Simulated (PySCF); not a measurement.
## [WH4]+ at several levels of theory

Computed with PySCF 2.14.0 (density fitting, no spin-orbit coupling) at the geometry relaxed with r2SCAN:

```xyz
5
[WH4]+ (doublet)
W     0.5899    0.0933    0.0000
H     2.2135   -0.3852    0.0000
H    -1.3940    1.2596    0.0000
H    -1.7056    0.5477    0.0000
H    -0.2556   -1.3525    0.0000
```

```tsv
level	basis	state	HOMO (eV)	gap (eV)	charge on W1 (e)	dipole about the centre of mass (D)	largest force component (eV/Å)
r2SCAN	W def2-SVP with ECP60, H def2-SVP	doublet	-12.25	0.69	0.95	2.70	0.01
r2SCAN	W def2-TZVP with ECP60, H def2-TZVP	doublet	-12.49	1.06	0.73	2.91	0.32
r2SCAN	W x2c-SVPall, H x2c-SVPall	doublet	-12.22	0.88	0.76	2.83	0.79
```

HOMO and gap are taken over both spins. Charges are Mulliken's, which hang on the basis. The relaxation used the grid (50, 194), these runs (75, 302) or, all-electron (x2c bases, spin-free X2C Hamiltonian), (99, 590).

Q: Order these levels, in the first row's basis, by the HOMO–LUMO gap they give here, smallest first.
A. BLYP
B. PBE
C. PBE0
D. B3LYP

A: B (-0.04 eV), A (0.00 eV), D (2.15 eV), C (2.71 eV).

Q: And their other results?

A: 
```json
{"level": "BLYP", "state": "doublet", "HOMO (eV)": "-11.74", "gap (eV)": "0.00", "charge on W1 (e)": "0.89", "dipole about the centre of mass (D)": "2.59", "largest force component (eV/Å)": "0.26"}
{"level": "B3LYP", "state": "doublet", "HOMO (eV)": "-12.93", "gap (eV)": "2.15", "charge on W1 (e)": "0.94", "dipole about the centre of mass (D)": "2.78", "largest force component (eV/Å)": "0.10"}
{"level": "PBE", "state": "doublet", "HOMO (eV)": "-11.90", "gap (eV)": "-0.04", "charge on W1 (e)": "0.85", "dipole about the centre of mass (D)": "2.57", "largest force component (eV/Å)": "0.35"}
{"level": "PBE0", "state": "doublet", "HOMO (eV)": "-13.21", "gap (eV)": "2.71", "charge on W1 (e)": "0.92", "dipole about the centre of mass (D)": "2.81", "largest force component (eV/Å)": "0.08"}
```

On relaxing from the template, bonds within or between ligands changed, so the formula names the start rather than the bonding at the end. The relaxed state isn't the lowest spin state tried at its geometry. No frequency check is given that shows the relaxed geometry to be a minimum. The relaxed state is spin-contaminated (spin squared 1.74 against 0.75). Open shells may have lower solutions than the one found.

A gap near or under zero over both spins lies within a partly filled shell and is no excitation energy.

Some runs are spin-contaminated.
